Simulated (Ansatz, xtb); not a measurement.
# C3H3B+: where a starting geometry ends

The starting geometry of this gas-phase doublet was built from a drawn formula by distance geometry and a force field; its bonds are those of `B1[C+]=[C]C1`.

```xyz
7

C     1.2791   -0.6307    0.2364
C     1.2008   -1.3777   -0.8181
C    -0.1640   -1.6643   -0.2425
B    -0.0395   -0.6944    1.0259
H    -0.6882    0.0597    1.5536
H    -1.0039   -1.3997   -0.9454
H    -0.2339   -2.7718    0.0786
```

Task: Predict what becomes of its bonds when it is optimised with r2SCAN-D4/def2-SVP.

Result: A bond breaks, giving a structure given below by its coordinates. Distances that change by over a tenth: C2–C3 (1.51 → 1.34 Å). Contacts that open: C3–B4 (1.60 → 4.02 Å).

The energy falls by 3.39 eV over 20 steps:

| step | E − E(last) (eV) |
| --- | --- |
| 1 | 3.392 |
| 3 | 2.884 |
| 5 | 2.743 |
| 7 | 2.642 |
| 9 | 2.388 |
| 12 | 2.206 |
| 14 | 1.616 |
| 16 | 0.449 |
| 18 | 0.041 |
| 20 | 0.000 |

Final geometry (Å):

```yaml
atoms:
  - { symbol: C, position_ang: [0.1201, -0.6036, 0.7676] }
  - { symbol: C, position_ang: [0.0246, -1.4702, -0.1474] }
  - { symbol: C, position_ang: [-0.0791, -2.3913, -1.1196] }
  - { symbol: B, position_ang: [0.2228, 0.3629, 1.7897] }
  - { symbol: H, position_ang: [0.3074, 1.1730, 2.6471] }
  - { symbol: H, position_ang: [-0.4152, -2.1057, -2.1269] }
  - { symbol: H, position_ang: [0.1697, -3.4440, -0.9219] }
```

From the same start GFN2-xTB ends elsewhere, at `B1[C+]=[C]C1`.

The end wasn't checked by frequencies. Open shells are spin-unrestricted. Run with Ansatz 0.2.0, 3.1 min on 1 thread of AMD EPYC (Zen 3), with other jobs on the host.
